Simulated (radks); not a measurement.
The mean radii <r> (bohr) of the occupied orbitals of an atom or ion are listed with their occupations. Calculated with a radial shooting solver on a logarithmic mesh with Libxc functionals: scalar-relativistic Kohn-Sham, SCAN, spin-polarised, spherical densities, finite nucleus; meta-GGA in the generalised Kohn-Sham scheme; Fermi nuclear charge, rms radius of each element as measured or else 0.836 A^(1/3) + 0.57 fm.

| orbital | occ. | <r> |
|---|---|---|
| 1s down | 1 | 0.02191 |
| 1s up | 1 | 0.02191 |
| 2s up | 1 | 0.09322 |
| 2s down | 1 | 0.09322 |
| 2p up | 3 | 0.08236 |
| 2p down | 3 | 0.08235 |
| 3s up | 1 | 0.2440 |
| 3s down | 1 | 0.2437 |
| 3p up | 3 | 0.2428 |
| 3p down | 3 | 0.2424 |
| 3d up | 5 | 0.2212 |
| 3d down | 5 | 0.2208 |
| 4s up | 1 | 0.5484 |
| 4s down | 1 | 0.5490 |
| 4p up | 3 | 0.5772 |
| 4p down | 3 | 0.5780 |
| 4d up | 5 | 0.6163 |
| 4d down | 5 | 0.6175 |
| 4f up | 5 | 0.6838 |

Name the element and its charge. Open shells, if any, are filled with parallel spins first.

Answer. Z = 64, gadolinium, charge +13: Gd13+ in [Kr] 4d10 4f5. The 1s radius gives Z: for a bare nucleus <r> = (2 gamma + 1)/(2Z) with gamma = sqrt(1 - (Z/c)^2), 0.02163 bohr for Z = 64, and screening makes it slightly larger (0.02191 here). The occupations add up to 51, and the charge is Z minus that.
